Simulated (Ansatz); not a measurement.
Species: CH$_{2}$N$_{2}$, SMILES `N#CN` (charge 0, multiplicity 1).

Task: Give a relaxed geometry from B3LYP-D3(BJ)/def2-TZVP (Ansatz, a program for electronic structure).

Result: the end point of this relaxation (outside a Z-matrix the atoms follow the SMILES, hydrogens last).
Bond lengths (Å): N1–C2 1.155, C2–N3 1.339, N3–H4 1.009, N3–H5 1.009. Angles (°): N1–C2–N3 177.4, C2–N3–H4 115.6, C2–N3–H5 115.6, H4–N3–H5 113.7.
